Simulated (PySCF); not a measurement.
Isomers of C6H9NS, mass 127.046 u with the commonest isotopes. Method used: PBE0/def2-SVPD in PySCF (dipole) on a GFN2-xTB geometry, gas phase. One conformer each, none proved a minimum here; rigid rotors.

Question: Order these by rotational constant B, largest first.
A. `[CH2:1]=[CH:2][CH2:3][C@@H:4]([SH:5])[CH2:6][C:7]#[N:8]` with C1–C2–C3–C4 -118°, C2–C3–C4–S5 -64°, C3–C4–S5–H -64°, C3–C4–C6–C7 62°
B. `[CH3:1][C@@H:2]([SH:3])[C@@H:4]1[CH2:5][C@@H:6]1[C:7]#[N:8]` with C1–C2–S3–H -60°, C1–C2–C4–C5 155°
C. `[CH3:1]/[N:2]=[CH:3]/[C@@H:4]1[CH2:5][CH:6]=[CH:7][S:8]1` with N2–C3–C4–C5 -127°, C3–C4–C5–C6 -102°, C4–C5–C6–C7 -11°, C6–C7–S8–C4 7°, C3–C4–S8–C7 108°

Answer: A (1330 MHz), B (1094 MHz), C (1033 MHz).

Question: Order these by rotational constant A, smallest first.
A. `[CH3:1][C@@H:2]([SH:3])[C@@H:4]1[CH2:5][C@@H:6]1[C:7]#[N:8]` with C1–C2–S3–H -60°, C1–C2–C4–C5 155°
B. `[CH2:1]=[CH:2][CH2:3][C@@H:4]([SH:5])[CH2:6][C:7]#[N:8]` with C1–C2–C3–C4 -118°, C2–C3–C4–S5 -64°, C3–C4–S5–H -64°, C3–C4–C6–C7 62°
C. `[CH3:1]/[N:2]=[CH:3]/[C@@H:4]1[CH2:5][CH:6]=[CH:7][S:8]1` with N2–C3–C4–C5 -127°, C3–C4–C5–C6 -102°, C4–C5–C6–C7 -11°, C6–C7–S8–C4 7°, C3–C4–S8–C7 108°

Answer: B (1978 MHz), A (2909 MHz), C (3700 MHz).

Question: Order these by out-of-plane moment Σ m c² = (Ia + Ib − Ic)/2, largest first.
A. `[CH3:1][C@@H:2]([SH:3])[C@@H:4]1[CH2:5][C@@H:6]1[C:7]#[N:8]` with C1–C2–S3–H -60°, C1–C2–C4–C5 155°
B. `[CH3:1]/[N:2]=[CH:3]/[C@@H:4]1[CH2:5][CH:6]=[CH:7][S:8]1` with N2–C3–C4–C5 -127°, C3–C4–C5–C6 -102°, C4–C5–C6–C7 -11°, C6–C7–S8–C4 7°, C3–C4–S8–C7 108°
C. `[CH2:1]=[CH:2][CH2:3][C@@H:4]([SH:5])[CH2:6][C:7]#[N:8]` with C1–C2–C3–C4 -118°, C2–C3–C4–S5 -64°, C3–C4–S5–H -64°, C3–C4–C6–C7 62°

Answer: A (44.57 u·Å²), C (37.52 u·Å²), B (31.38 u·Å²).

| SMILES | point group | Ia (u·Å²) | Ib (u·Å²) | Ic (u·Å²) | κ | μa (D) | μb (D) | μc (D) |
| --- | --- | --- | --- | --- | --- | --- | --- | --- |
| C=CC[C@@H](S)CC#N | C1 | 255.46 | 380.12 | 560.54 | -0.21 | 2.76 | 0.78 | 0.20 |
| C/N=C/[C@@H]1CC=CS1 | C1 | 136.60 | 489.34 | 563.17 | -0.90 | 0.33 | 1.74 | 1.20 |
| C[C@@H](S)[C@@H]1C[C@@H]1C#N | C1 | 173.76 | 461.89 | 546.50 | -0.83 | 1.21 | 1.60 | 1.95 |
